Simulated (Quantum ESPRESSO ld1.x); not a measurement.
Values are calculated unless marked as measured or tabulated.
Question: Radial electron density D(r) = 4 pi r^2 rho(r) of an atom or ion with 13 electrons. Code: ld1.x of Quantum ESPRESSO 7.5. Model: scalar-relativistic Kohn-Sham, LDA (Slater exchange, VWN5 correlation), spin-polarised, spherical densities, point nucleus.

| r (bohr) | D(r) (e/bohr) | spin D(r) |
|---|---|---|
| 0.00775 | 1.340 | -0.0000473 |
| 0.009931 | 2.055 | -0.0000684 |
| 0.01263 | 3.055 | -0.0000914 |
| 0.01605 | 4.443 | -0.000107 |
| 0.0204 | 6.288 | -0.0000884 |
| 0.02594 | 8.592 | 0.0000346 |
| 0.03297 | 11.24 | 0.000419 |
| 0.04192 | 13.90 | 0.00140 |
| 0.05329 | 16.06 | 0.00363 |
| 0.06829 | 17.06 | 0.00852 |
| 0.08681 | 16.39 | 0.0177 |
| 0.1104 | 14.31 | 0.0336 |
| 0.1403 | 11.93 | 0.0580 |
| 0.1783 | 10.84 | 0.0896 |
| 0.2267 | 11.98 | 0.120 |
| 0.2882 | 14.46 | 0.132 |
| 0.3664 | 15.92 | 0.108 |
| 0.4695 | 14.25 | 0.0483 |
| 0.5969 | 9.916 | -0.000971 |
| 0.7588 | 5.336 | 0.0317 |
| 0.9646 | 2.700 | 0.192 |
| 1.226 | 2.086 | 0.429 |
| 1.559 | 2.056 | 0.589 |
| 1.982 | 1.575 | 0.536 |
| 2.519 | 0.7924 | 0.319 |
| 3.228 | 0.2316 | 0.112 |
| 4.104 | 0.03917 | 0.0230 |
| 5.217 | 0.003355 | 0.00236 |
| 6.632 | 0.0001273 | 0.000105 |

What is the nuclear charge?

Answer: Z = 15. The innermost maximum, from 1s, lies near gamma/Z bohr with gamma = sqrt(1 - (Z/c)^2) = 0.994, here 0.0663 bohr (found: 0.0699), and its height grows with Z. The density is that of the phosphorus ion P2+ in [Ne] 3s2 3p1; the configuration itself is not fixed sharply by these data, and Z only to about a unit. D(r) has 3 maxima, at r = 0.0699, 0.369, 1.40 bohr, and minima at 0.178, 1.27 bohr, inside which lie 2.19, 10.53 electrons.
